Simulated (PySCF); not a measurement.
## PbN(OH): from structure and modes to constants

These are results of PySCF, PBE0, basis Pb def2-TZVP with ECP60, N def2-TZVP, O def2-TZVP, H def2-TZVP (scalar-relativistic core potentials, no spin–orbit coupling, density fitting), not measurements.

The singlet minimum has Cs symmetry. Masses (u): Pb 207.97664, N 14.00307, O 15.99492, H 1.00782.

```xyz
4
charge 0 multiplicity 1, angstrom
Pb    0.0111    0.0000    0.0367
N    -0.0392    0.0000    1.9132
O    -0.1551    0.0000   -2.0010
H     0.7200    0.0000   -2.4054
```

Harmonic wavenumbers (cm⁻¹): 98.6 (a', ×1), 112.1 (a'', ×1), 546.8 (a', ×1), 790.2 (a', ×1), 872.0 (a', ×1), 3842.7 (a', ×1).

Problem. Find the principal moments of inertia and the rotational constants. What kind of rotor is it?

Solution. About the centre of mass I = 0.91231, 121.45, 122.37 u Å². With B = 16.8576/I this gives 18.48, 0.1388, 0.1378 cm⁻¹. The molecule is an asymmetric top with κ = -1.00.

Problem. What is the harmonic zero-point energy?

Solution. Half the sum of all 6 wavenumbers, 6262/2 = 3131 cm⁻¹, which is 37.5 kJ/mol (1 cm⁻¹ = 0.0119627 kJ/mol).

Problem. Find the vibrational entropy and heat capacity at 298.15 K.

Solution. With u = 1.43878 ω/T, each mode gives S = R[u/(eᵘ−1) − ln(1−e⁻ᵘ)] and C = R u² eᵘ/(eᵘ−1)².
| ω (cm⁻¹) | u | S (J/(mol K)) | C (J/(mol K)) |
| --- | --- | --- | --- |
| 98.6 | 0.476 | 14.57 | 8.16 |
| 112.1 | 0.541 | 13.53 | 8.11 |
| 546.8 | 2.639 | 2.30 | 4.80 |
| 790.2 | 3.813 | 0.90 | 2.79 |
| 872.0 | 4.208 | 0.65 | 2.26 |
| 3842.7 | 18.544 | 0.00 | 0.00 |
The sums over all modes are S = 32.0 and C = 26.1 J/(mol K); the softest mode gives 46 % of the entropy.

Problem. Give the standard entropy (298.15 K, 1 bar) by its translational, rotational, vibrational and spin parts, and Cp.

Solution. Sackur–Tetrode with M = 238.98 u gives 177.2; rotation with symmetry number 1 gives 88.1; vibration 32.0; spin R ln 1 = 0.0. The total is 297.2 J/(mol K), and Cp = 4 R + 26.1 = 59.4 J/(mol K).

Other isomers or separated fragments may lie lower. With an element this heavy the missing spin–orbit coupling can shift these numbers.
